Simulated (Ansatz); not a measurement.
Molecule: C2H8NSi, charge 0, multiplicity 2. It need not be the lowest isomer of its formula. SMILES: N[Si](C)C
Coordinates optimised at B3LYP-D3(BJ)/def2-TZVP (Ansatz, a program for electronic structure):
```xyz
12

C      1.1411    -1.2385     0.5663
Si     0.0289    -0.0867    -0.4296
C     -1.7596    -0.1876     0.1590
N      0.5738     1.5364    -0.1224
H      0.8529    -2.2804     0.4151
H      1.0625    -1.0086     1.6335
H      2.1875    -1.1381     0.2716
H     -2.1661    -1.1865    -0.0087
H     -2.3963     0.5227    -0.3719
H     -1.8172     0.0347     1.2292
H      1.5546     1.7567    -0.2166
H      0.0121     2.3156    -0.4331
```
Charge 0, spin multiplicity 2.

Property: atomisation energy (electronic, to ground-state atoms), in eV. Correlated levels leave the core frozen unless marked. Open shells are spin-unrestricted. No spin-orbit coupling. Non-relativistic. The coupled-cluster limit lacks core correlation, which all-electron functionals hold. Basis-set limits of correlation are two-point, X^-3; Hartree-Fock from the larger set.

| level | program | atomisation energy (eV) |
|---|---|---|
| HF/cc-pV(Q+d)Z | Ansatz | 33.20 |
| SVWN5/def2-TZVPD | Ansatz | 50.47 |
| revPBE-D4/def2-TZVPD | Ansatz + dftd4 | 44.51 |
| r2SCAN-D3(BJ)/def2-TZVPD | Ansatz + dftd3 | 44.82 |
| B3LYP-D4/def2-TZVPD | Ansatz + dftd4 | 44.88 |
| PBE0/STO-3G | Ansatz | 53.24 |
| PBE0/6-31G* | Ansatz | 44.18 |

### Question
Predict the CCSD(T)/CBS(cc-pV(T+d)Z,cc-pV(Q+d)Z) result (Ansatz).

### Answer
44.71 eV
